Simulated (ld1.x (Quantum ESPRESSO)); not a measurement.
# Pseudopotential generation for Sm: RRKJ, LDA (PZ), scalar-relativistic.

Input for ld1.x (Quantum ESPRESSO) 7.5:

```
&input
   title='Sm', zed=62., rel=1, dft='PZ', iswitch=3,
   config='[Xe] 4f6 5d0 6s1.5 6p0',
   nld=4, rlderiv=2.40, eminld=-12.0, emaxld=5.0, deld=0.04
 /
 &inputp
   pseudotype=2, tm=.false., rho0=0.001, lloc=-1, rcloc=1.95,
   nlcc=.false.,
   file_pseudopw='Sm.UPF', file_wfcaegen='ae.wfc', file_wfcncgen='nc.wfc', file_beta='beta', file_chi='chi'
 /
4
5S  1  0   2.00   0.00  2.00  2.00  0.0
5P  2  1   6.00   0.00  2.20  2.20  0.0
4D  3  2  10.00   0.00  1.15  1.15  0.0
4F  4  3   6.00   0.00  1.00  1.00  0.0
 &test
   configts(1)='4d10 4f6 5s2 5p6 5d0 6s1.5 6p0'
 /
```

Command:

```bash
ld1.x < Sm.in > Sm.out
```

Resulting log (shortened: banner, matrices, multipoles, cross overlaps and the repeated all-electron block are left out):

```
Program LD1 v.7.5
     --------------------------- All-electron run ----------------------------

     Sm
     scalar relativistic calculation

     atomic number is 62.00
     dft =PZ   lsd =0 sic =0 latt =0  beta=0.20 tr2=1.0E-14
     Exchange-correlation= PZ
                           (   1   1   0   0   0   0   0)
     mesh =1259 r(mesh) =  99.27220 a.u. xmin = -7.00 dx = 0.01250
     1 Ry =  13.60569312 eV, c = 137.03599908

     n l     nl                  e(Ry)          e(Ha)          e(eV)
     1 0     1S 1( 2.00)     -3427.8217     -1713.9108    -46637.8897
     2 0     2S 1( 2.00)      -560.3992      -280.1996     -7624.6198
     2 1     2P 1( 6.00)      -500.1414      -250.0707     -6804.7708
     3 0     3S 1( 2.00)      -122.9095       -61.4548     -1672.2696
     3 1     3P 1( 6.00)      -104.0725       -52.0363     -1415.9786
     4 0     4S 1( 2.00)       -24.5584       -12.2792      -334.1341
     4 1     4P 1( 6.00)       -18.3642        -9.1821      -249.8573
     3 2     3D 1(10.00)       -78.5127       -39.2564     -1068.2203
     5 0     5S 1( 2.00)        -3.4075        -1.7038       -46.3614
     5 1     5P 1( 6.00)        -1.9320        -0.9660       -26.2864
     4 2     4D 1(10.00)        -9.6734        -4.8367      -131.6127
     4 3     4F 1( 6.00)        -0.4123        -0.2061        -5.6091
     5 2     5D 1( 0.00)        -0.3318        -0.1659        -4.5138
     6 0     6S 1( 1.50)        -0.4504        -0.2252        -6.1279
     6 1     6P 1( 0.00)        -0.2403        -0.1201        -3.2693

     final scf error:  3.7E-15 reached in  31 iterations

     Etot =  -20839.818023 Ry,  -10419.909012 Ha, -283540.168766 eV

     Ekin =   22272.687553 Ry,   11136.343777 Ha,  303035.351873 eV
     Encl =  -50735.185351 Ry,  -25367.592676 Ha, -690287.362431 eV
     Eh   =    8078.567030 Ry,    4039.283515 Ha,  109914.503878 eV
     Exc  =    -455.887255 Ry,    -227.943627 Ha,   -6202.662087 eV

     normalization and overlap integrals

     s(1S/1S) =  1.000000  <r> =   0.0228  <r2> =    0.0007  r(max) =   0.0144
     s(2S/2S) =  1.000000  <r> =   0.0971  <r2> =    0.0111  r(max) =   0.0819
     s(2P/2P) =  1.000000  <r> =   0.0855  <r2> =    0.0089  r(max) =   0.0662
     s(3S/3S) =  1.000000  <r> =   0.2552  <r2> =    0.0744  r(max) =   0.2341
     s(3P/3P) =  1.000000  <r> =   0.2535  <r2> =    0.0745  r(max) =   0.2283
     s(4S/4S) =  1.000000  <r> =   0.5795  <r2> =    0.3791  r(max) =   0.5408
     s(4P/4P) =  1.000000  <r> =   0.6136  <r2> =    0.4284  r(max) =   0.5615
     s(3D/3D) =  1.000000  <r> =   0.2311  <r2> =    0.0628  r(max) =   0.1869
     s(5S/5S) =  1.000000  <r> =   1.4084  <r2> =    2.2344  r(max) =   1.2654
     s(5P/5P) =  1.000000  <r> =   1.6611  <r2> =    3.1423  r(max) =   1.4339
     s(4D/4D) =  1.000000  <r> =   0.6711  <r2> =    0.5230  r(max) =   0.5903
     s(4F/4F) =  1.000000  <r> =   1.0118  <r2> =    1.4313  r(max) =   0.6129
     s(5D/5D) =  1.000000  <r> =   3.0103  <r2> =   11.0150  r(max) =   2.1660
     s(6S/6S) =  1.000000  <r> =   4.0410  <r2> =   18.4195  r(max) =   3.4829
     s(6P/6P) =  1.000000  <r> =   5.3016  <r2> =   31.7758  r(max) =   4.5853

     ------------------------ End of All-electron run ------------------------

     --------------------- Generating NC pseudopotential ---------------------

      Generating local potential from pseudized AE potential:
      Matching radius rcloc =   1.9500

      Local pseudo, rcloc= 1.960 Estimated cut-off energy=     6.40 Ry

      Wfc   5S  rcut= 2.009  Estimated cut-off energy=       13.21 Ry
      Using 4 Bessel functions for this wfc, rho(0) = 0.001
      This function has    0 nodes for 0 < r <    2.009

      Wfc   5P  rcut= 2.221  Estimated cut-off energy=       36.80 Ry
      This function has    0 nodes for 0 < r <    2.221

      Wfc   4D  rcut= 1.159  Estimated cut-off energy=      179.71 Ry
      This function has    0 nodes for 0 < r <    1.159

      Wfc   4F  rcut= 0.998  Estimated cut-off energy=      295.81 Ry
      This function has    0 nodes for 0 < r <    0.998

     ------------------- End of pseudopotential generation -------------------

     Computing logarithmic derivative in   2.40882

       Warning: n=3, l=2 expected 0 nodes, found 1
       Setting wfc to zero for this iteration
       (This warning will only be printed once per wavefunction)

     Computing logarithmic derivative in   2.40882
     Computing the partial wave expansion
     R is outside the sphere for l=    0 j= 0.00
     R is outside the sphere for l=    1 j= 0.00
     R is outside the sphere for l=    2 j= 0.00
     R is outside the sphere for l=    3 j= 0.00

     ---------------------- Testing the pseudopotential ----------------------

     Sm
     scalar relativistic calculation

     atomic number is 62.00   valence charge is 26.00
     dft =PZ   lsd =0 sic =0 latt =0  beta=0.20 tr2=1.0E-14
     mesh =1259 r(mesh) =  99.27220 xmin = -7.00 dx = 0.01250

     n l     nl             e AE (Ry)        e PS (Ry)    De AE-PS (Ry)
     3 2     4D   1(10.00)       -9.67336       -9.67336        0.00000
     4 3     4F   1( 6.00)       -0.41226       -0.41226        0.00000
     1 0     5S   1( 2.00)       -3.40750       -3.40750       -0.00000
     2 1     5P   1( 6.00)       -1.93202       -1.93202        0.00000
     4 2     5D   1( 0.00)       -0.33176       -0.23923       -0.09252  !
     2 0     6S   1( 1.50)       -0.45039       -0.44967       -0.00073
     3 1     6P   1( 0.00)       -0.24029       -0.24147        0.00118

     eps = 7.2E-15  iter = 21

     Etot =  -20839.818023 Ry,  -10419.909012 Ha, -283540.168766 eV
     Etotps =  -625.395347 Ry,    -312.697674 Ha,   -8508.937175 eV

     Ekin =     408.299649 Ry,     204.149824 Ha,    5555.199724 eV
     Encl =   -1184.333695 Ry,    -592.166847 Ha,  -16113.680803 eV
     Ehrt =     521.645018 Ry,     260.822509 Ha,    7097.342039 eV
     Ecxc =     -45.945867 Ry,     -22.972934 Ha,    -625.125367 eV
     Epseu=    -325.060453 Ry,    -162.530226 Ha,   -4422.672769 eV

     ---------------------- End of pseudopotential test ----------------------
```

Generation and configuration tests took about 3.3 s on one core of a shared server CPU.

Transferability test of the new file with ld1.x, input:

```
&input
   title='Sm', zed=62., rel=1, dft='PZ', iswitch=2,
   config='[Xe] 4f6 5d0 6s1.5 6p0'
 /
 &test
   file_pseudo='Sm.UPF', nconf=10,
   configts(1)='4d10 4f6 5s2 5p6 5d0 6s1.5 6p0',
   configts(2)='4d10 4f6 5s2 5p6 5d0 6s2 6p0',
   configts(3)='4d10 4f6 5s2 5p6 5d0 6s1 6p0',
   configts(4)='4d10 4f6 5s2 5p6 5d0 6s0 6p0',
   configts(5)='4d10 4f5 5s2 5p6 5d0 6s0 6p0',
   configts(6)='4d10 4f6 5s1 5p6 5d0 6s2 6p0',
   configts(7)='4d10 4f6 5s2 5p6 5d0 6s0 6p2',
   configts(8)='4d10 4f6 5s2 5p5 5d0 6s2 6p0',
   configts(9)='4d10 4f6 5s2 5p6 5d0 6s1.5 6p0', lsdts(9)=1,
   configts(10)='4d10 4f6 5s2 5p6 5d0 6s2 6p0', lsdts(10)=1
 /
```

```bash
ld1.x < Sm.test.in > Sm.test.out
```

Pseudopotential blocks of its output, shortened (energy terms left out; the distinct warnings before each block abridged to one line each):

```
     Warning: n=3, l=2 expected 0 nodes, found 1
     ---------------------- Testing the pseudopotential ----------------------

     n l     nl             e AE (Ry)        e PS (Ry)    De AE-PS (Ry)
     3 2     4D   1(10.00)       -9.67336       -9.67336       -0.00000
     4 3     4F   1( 6.00)       -0.41226       -0.41226        0.00000
     1 0     5S   1( 2.00)       -3.40750       -3.40750       -0.00000
     2 1     5P   1( 6.00)       -1.93202       -1.93202        0.00000
     4 2     5D   1( 0.00)       -0.33176       -0.23923       -0.09252  !
     2 0     6S   1( 1.50)       -0.45039       -0.44967       -0.00073
     3 1     6P   1( 0.00)       -0.24029       -0.24147        0.00118

     eps = 7.9E-15  iter = 20

     Etot =  -20839.818023 Ry,  -10419.909012 Ha, -283540.168766 eV
     Etotps =  -625.395345 Ry,    -312.697672 Ha,   -8508.937138 eV

     ---------------------- End of pseudopotential test ----------------------

          BEWARE! Errors in PS-KS equations
     Warning: n=1, l=0 expected 0 nodes, found 1
     Warning: n=2, l=0 expected 1 nodes, found 2
     Warning: n=2, l=1 expected 0 nodes, found 1
     ---------------------- Testing the pseudopotential ----------------------

     n l     nl             e AE (Ry)        e PS (Ry)    De AE-PS (Ry)
     3 2     4D   1(10.00)       -9.45733       -0.10019       -9.35715  !
     4 3     4F   1( 6.00)       -0.19585       -0.00001       -0.19584  !
     1 0     5S   1( 2.00)       -3.18881       -0.00791       -3.18090  !
     2 1     5P   1( 6.00)       -1.71389       -0.01750       -1.69639  !
     4 2     5D   1( 0.00)       -0.13495       -0.13495        0.00000
     2 0     6S   1( 2.00)       -0.27386       -0.00276       -0.27110  !
     3 1     6P   1( 0.00)       -0.09236       -0.09236        0.00000

     eps = 9.7E-15  iter = 31

     Etot =  -20839.998457 Ry,  -10419.999229 Ha, -283542.623691 eV
     Etotps =    -1.128237 Ry,      -0.564119 Ha,     -15.350449 eV
     dEtot_ae =      -0.180434 Ry
     dEtot_ps =     624.267107 Ry,   Delta E=    -624.447541 Ry

     ---------------------- End of pseudopotential test ----------------------

          ---------------------- Testing the pseudopotential ----------------------

     n l     nl             e AE (Ry)        e PS (Ry)    De AE-PS (Ry)
     3 2     4D   1(10.00)       -9.91069       -9.91019       -0.00050
     4 3     4F   1( 6.00)       -0.64981       -0.64948       -0.00033
     1 0     5S   1( 2.00)       -3.64758       -3.64738       -0.00019
     2 1     5P   1( 6.00)       -2.17094       -2.17072       -0.00022
     4 2     5D   1( 0.00)       -0.54685       -0.43860       -0.10825  !
     2 0     6S   1( 1.00)       -0.63813       -0.63718       -0.00095
     3 1     6P   1( 0.00)       -0.40060       -0.40218        0.00158

     eps = 4.5E-15  iter = 24

     Etot =  -20839.546362 Ry,  -10419.773181 Ha, -283536.472628 eV
     Etotps =  -625.124000 Ry,    -312.562000 Ha,   -8505.245305 eV
     dEtot_ae =       0.271661 Ry
     dEtot_ps =       0.271345 Ry,   Delta E=       0.000316 Ry

     ---------------------- End of pseudopotential test ----------------------

          ---------------------- Testing the pseudopotential ----------------------

     n l     nl             e AE (Ry)        e PS (Ry)    De AE-PS (Ry)
     3 2     4D   1(10.00)      -10.43697      -10.43534       -0.00163
     4 3     4F   1( 6.00)       -1.17603       -1.17498       -0.00105
     1 0     5S   1( 2.00)       -4.18001       -4.17940       -0.00061
     2 1     5P   1( 6.00)       -2.69883       -2.69815       -0.00069
     4 2     5D   1( 0.00)       -1.01283       -0.86794       -0.14489  !
     2 0     6S   1( 0.00)       -1.01374       -1.01216       -0.00158
     3 1     6P   1( 0.00)       -0.71119       -0.71407        0.00289

     eps = 8.1E-15  iter = 16

     Etot =  -20838.716271 Ry,  -10419.358136 Ha, -283525.178661 eV
     Etotps =  -624.294851 Ry,    -312.147426 Ha,   -8493.964164 eV
     dEtot_ae =       1.101752 Ry
     dEtot_ps =       1.100493 Ry,   Delta E=       0.001259 Ry

     ---------------------- End of pseudopotential test ----------------------

          ---------------------- Testing the pseudopotential ----------------------

     n l     nl             e AE (Ry)        e PS (Ry)    De AE-PS (Ry)
     3 2     4D   1(10.00)      -11.76100      -11.77302        0.01203  !
     4 3     4F   1( 5.00)       -2.40728       -2.41034        0.00306
     1 0     5S   1( 2.00)       -5.24226       -5.23686       -0.00540  !
     2 1     5P   1( 6.00)       -3.68973       -3.68719       -0.00254
     4 2     5D   1( 0.00)       -1.81010       -1.58158       -0.22852  !
     2 0     6S   1( 0.00)       -1.61271       -1.61055       -0.00216
     3 1     6P   1( 0.00)       -1.22565       -1.23550        0.00984  !

     eps = 5.7E-15  iter = 20

     Etot =  -20836.940884 Ry,  -10418.470442 Ha, -283501.023292 eV
     Etotps =  -622.520610 Ry,    -311.260305 Ha,   -8469.824378 eV
     dEtot_ae =       2.877139 Ry
     dEtot_ps =       2.874735 Ry,   Delta E=       0.002404 Ry

     ---------------------- End of pseudopotential test ----------------------

          ---------------------- Testing the pseudopotential ----------------------

     n l     nl             e AE (Ry)        e PS (Ry)    De AE-PS (Ry)
     3 2     4D   1(10.00)      -10.34062      -10.33302       -0.00760  !
     4 3     4F   1( 6.00)       -1.05603       -1.05223       -0.00380
     1 0     5S   1( 1.00)       -4.02450       -4.02534        0.00084
     2 1     5P   1( 6.00)       -2.50635       -2.50787        0.00152
     4 2     5D   1( 0.00)       -0.74911       -0.59195       -0.15716  !
     2 0     6S   1( 2.00)       -0.74619       -0.74523       -0.00097
     3 1     6P   1( 0.00)       -0.47079       -0.47414        0.00335

     eps = 9.5E-15  iter = 16

     Etot =  -20836.405528 Ry,  -10418.202764 Ha, -283493.739405 eV
     Etotps =  -621.979743 Ry,    -310.989871 Ha,   -8462.465506 eV
     dEtot_ae =       3.412495 Ry
     dEtot_ps =       3.415602 Ry,   Delta E=      -0.003107 Ry

     ---------------------- End of pseudopotential test ----------------------

          ---------------------- Testing the pseudopotential ----------------------

     n l     nl             e AE (Ry)        e PS (Ry)    De AE-PS (Ry)
     3 2     4D   1(10.00)       -9.63786       -9.63314       -0.00472
     4 3     4F   1( 6.00)       -0.37703       -0.37271       -0.00431
     1 0     5S   1( 2.00)       -3.37595       -3.37206       -0.00389
     2 1     5P   1( 6.00)       -1.89816       -1.89449       -0.00367
     4 2     5D   1( 0.00)       -0.27327       -0.17087       -0.10240  !
     2 0     6S   1( 0.00)       -0.37432       -0.37192       -0.00240
     3 1     6P   1( 2.00)       -0.16905       -0.16895       -0.00010

     eps = 5.2E-15  iter = 22

     Etot =  -20839.612327 Ry,  -10419.806163 Ha, -283537.370122 eV
     Etotps =  -625.192889 Ry,    -312.596444 Ha,   -8506.182590 eV
     dEtot_ae =       0.205696 Ry
     dEtot_ps =       0.202456 Ry,   Delta E=       0.003241 Ry

     ---------------------- End of pseudopotential test ----------------------

          ---------------------- Testing the pseudopotential ----------------------

     n l     nl             e AE (Ry)        e PS (Ry)    De AE-PS (Ry)
     3 2     4D   1(10.00)      -10.26659      -10.26232       -0.00427
     4 3     4F   1( 6.00)       -0.99223       -0.99088       -0.00135
     1 0     5S   1( 2.00)       -3.97827       -3.98005        0.00177
     2 1     5P   1( 5.00)       -2.46989       -2.47162        0.00172
     4 2     5D   1( 0.00)       -0.73401       -0.58377       -0.15024  !
     2 0     6S   1( 2.00)       -0.74233       -0.74139       -0.00095
     3 1     6P   1( 0.00)       -0.46914       -0.47221        0.00307

     eps = 8.1E-15  iter = 18

     Etot =  -20837.918480 Ry,  -10418.959240 Ha, -283514.324156 eV
     Etotps =  -623.492701 Ry,    -311.746351 Ha,   -8483.050361 eV
     dEtot_ae =       1.899544 Ry
     dEtot_ps =       1.902643 Ry,   Delta E=      -0.003099 Ry

     ---------------------- End of pseudopotential test ----------------------

          ---------------------- Testing the pseudopotential ----------------------

     n l     nl             e AE (Ry)        e PS (Ry)    De AE-PS (Ry)
     3 2     4D   1( 5.00)       -9.76299       -9.80921        0.04622  !
     4 3     4F   1( 6.00)       -0.49442       -0.52103        0.02661  !
     1 0     5S   1( 1.00)       -3.46811       -3.46948        0.00137
     2 1     5P   1( 3.00)       -1.97909       -1.97963        0.00055
     4 2     5D   1( 0.00)       -0.35275       -0.25287       -0.09988  !
     2 0     6S   1( 1.00)       -0.46459       -0.46360       -0.00099
     3 1     6P   1( 0.00)       -0.24959       -0.25104        0.00145
     3 2     4D   2( 5.00)       -9.44129       -9.30670       -0.13458  !
     4 3     4F   2( 0.00)       -0.22267       -0.14085       -0.08182  !
     1 0     5S   2( 1.00)       -3.28416       -3.26072       -0.02344  !
     2 1     5P   2( 3.00)       -1.83783       -1.82157       -0.01626  !
     4 2     5D   2( 0.00)       -0.29424       -0.21387       -0.08037  !
     2 0     6S   2( 0.50)       -0.42661       -0.42404       -0.00256
     3 1     6P   2( 0.00)       -0.22559       -0.22530       -0.00029

     eps = 7.6E-15  iter = 23

     Etot =  -20840.234280 Ry,  -10420.117140 Ha, -283545.832218 eV
     Etotps =  -625.980649 Ry,    -312.990324 Ha,   -8516.900610 eV
     dEtot_ae =      -0.416256 Ry
     dEtot_ps =      -0.585304 Ry,   Delta E=       0.169048 Ry

     ---------------------- End of pseudopotential test ----------------------

          ---------------------- Testing the pseudopotential ----------------------

     n l     nl             e AE (Ry)        e PS (Ry)    De AE-PS (Ry)
     3 2     4D   1( 5.00)       -9.54551       -9.59212        0.04661  !
     4 3     4F   1( 6.00)       -0.27680       -0.30382        0.02703  !
     1 0     5S   1( 1.00)       -3.24955       -3.25148        0.00193
     2 1     5P   1( 3.00)       -1.76081       -1.76195        0.00114
     4 2     5D   1( 0.00)       -0.15008       -0.06643       -0.08365  !
     2 0     6S   1( 1.00)       -0.28023       -0.27973       -0.00050
     3 1     6P   1( 0.00)       -0.09523       -0.09644        0.00121
     3 2     4D   2( 5.00)       -9.22477       -9.09097       -0.13380  !
     4 3     4F   2( 0.00)       -0.00840       -0.00252       -0.00588  !
     1 0     5S   2( 1.00)       -3.06763       -3.04478       -0.02285  !
     2 1     5P   2( 3.00)       -1.62312       -1.60750       -0.01562  !
     4 2     5D   2( 0.00)       -0.11020       -0.04876       -0.06144  !
     2 0     6S   2( 1.00)       -0.26327       -0.26138       -0.00189
     3 1     6P   2( 0.00)       -0.08852       -0.08853        0.00001

     eps = 8.1E-15  iter = 25

     Etot =  -20840.406394 Ry,  -10420.203197 Ha, -283548.173949 eV
     Etotps =  -626.151705 Ry,    -313.075852 Ha,   -8519.227943 eV
     dEtot_ae =      -0.588370 Ry
     dEtot_ps =      -0.756360 Ry,   Delta E=       0.167990 Ry

     ---------------------- End of pseudopotential test ----------------------
```
